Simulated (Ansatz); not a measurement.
`FC(Br)Br` and `[SiH3]C(Br)Br` differ in one atom or group.

Ansatz, PBE0-D4/def2-TZVP geometries, multiplicity 1. 

Scalar relativity is left out up to krypton.

```json
{"property": "size of the dipole moment (ωB97M-V/def2-TZVPP) / D", "`FC(Br)Br`": "1.15"}
{"property": "LUMO energy (ωB97M-V/def2-TZVPP) / eV", "`FC(Br)Br`": "0.85"}
{"property": "size of the dipole moment (PBE/def2-TZVPP) / D", "`FC(Br)Br`": "1.07"}
{"property": "HOMO–LUMO gap (ωB97M-V/def2-TZVPP) / eV", "`FC(Br)Br`": "11.43"}
{"property": "HOMO energy (PBE/def2-TZVPP) / eV", "`FC(Br)Br`": "-7.07"}
{"property": "HOMO energy (ωB97M-V/def2-TZVPP) / eV", "`FC(Br)Br`": "-10.58"}
```

Task: What does the change do to each property? (Best estimate.)

Result: Ansatz gave: 
| property | `[SiH3]C(Br)Br` | shift |
| --- | --- | --- |
| size of the dipole moment (ωB97M-V/def2-TZVPP) / D | 1.39 | 0.24 |
| LUMO energy (ωB97M-V/def2-TZVPP) / eV | 0.77 | -0.08 |
| size of the dipole moment (PBE/def2-TZVPP) / D | 1.28 | 0.21 |
| HOMO–LUMO gap (ωB97M-V/def2-TZVPP) / eV | 10.94 | -0.49 |
| HOMO energy (PBE/def2-TZVPP) / eV | -6.70 | 0.37 |
| HOMO energy (ωB97M-V/def2-TZVPP) / eV | -10.17 | 0.41 |

Dipoles are sizes alone; their direction can turn.

Spin–orbit coupling is left out; it splits and shifts lone-pair levels of the heavy atoms by tenths of an eV.
